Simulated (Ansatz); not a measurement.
Born–Oppenheimer molecular dynamics of BClH₄OS (8 atoms, charge 0, multiplicity 1). It starts at the highest image of a converged band, a first-order saddle point between two minima.

These are results of RKS LDA/6-31G* in Ansatz, not measurements.

* ensemble: NVE (velocity Verlet)
* time step: 0.5 fs
* steps asked: 200
* starting velocities drawn for: 300 K
* seed: 6001

First frame:

```xyz
8
Properties=species:S:1:pos:R:3
B 0.165 0.243 0.233
O -0.054 -0.179 1.657
H -0.924 -0.624 1.745
Cl 1.709 -0.383 -0.440
H -0.805 0.138 -0.480
S 0.287 2.231 0.731
H 1.611 2.194 1.062
H -0.084 1.187 1.819
```

(1) How far do the bonds stretch over the last three quarters of this one trajectory? (Pairs bonded in most of those frames.)

Results:

(1) 
| bond | mean (Å) | spread (Å) | shortest | longest |
| --- | --- | --- | --- | --- |
| B1–O2 | 1.363 | 0.022 | 1.33 | 1.43 |
| B1–Cl4 | 1.806 | 0.044 | 1.73 | 1.88 |
| B1–H5 | 1.211 | 0.011 | 1.19 | 1.23 |
| O2–H3 | 0.981 | 0.006 | 0.97 | 0.99 |
| S6–H7 | 1.365 | 0.008 | 1.35 | 1.38 |
| S6–H8 | 1.369 | 0.034 | 1.32 | 1.42 |

Mean temperature of the second half: 615 K. The conserved energy stayed within 0.044 meV per atom of its start (net change 0.019 meV per atom), so the integration is sound. The kinetic energy rose, since the run started high on the potential surface and went downhill. It ends in pieces (BClH2O + H2S), so much of that is their flight and rotation, not heat. A run of 0.1 ps of so small a system gives no equilibrium averages. The orbitals stay closed-shell, which can raise the energy where a bond breaks towards radicals; this wasn't checked here.

Time of the run: 4.9 min on 1 thread of Arm Neoverse V1, on a shared host, peak memory 0.11 GiB.
